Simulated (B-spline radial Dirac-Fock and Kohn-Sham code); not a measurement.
# Energy-loss ionisation edge N3 (4p3/2) of Pr

System: neutral praseodymium, [Xe] 4f3 6s2. The computed values come from a B-spline atomic structure program: the first Born approximation with generalised oscillator strengths from a Dirac-Hartree-Slater potential (longitudinal and transverse terms; continuum final states only, so no white lines or fine structure). The edge is taken at 217.6 eV (tabulated value).

Partial cross sections σ(β, Δ) in barn, integrated over a window Δ above the edge and up to the collection semi-angle β, for parallel illumination:

```tsv
E₀ (kV)	β (mrad)	Δ = 25 eV	Δ = 50 eV	Δ = 100 eV	Δ = 200 eV	Δ = 300 eV
60	50	3370	5940	9730	15000	18300
80	20	1830	3250	5420	8300	9990
80	100	3230	5830	9720	15500	19500
100	5	804	1440	2400	3540	4130
100	20	1690	3000	5000	7680	9270
120	5	786	1410	2360	3510	4120
120	50	2350	4210	6990	11000	13600
120	100	2470	4460	7440	11900	15000
200	10	1000	1800	3040	4670	5640
200	50	1810	3270	5460	8680	10900
200	100	1830	3320	5550	8870	11200
300	5	?	?	?	?	?
300	20	1300	2310	3830	5960	7280
300	50	1520	2740	4600	7340	9250
```

Question: Give the row for 300 kV and 5 mrad.

Answer: 710 b for 25 eV, 1280 b for 50 eV, 2180 b for 100 eV, 3330 b for 200 eV, 3990 b for 300 eV.
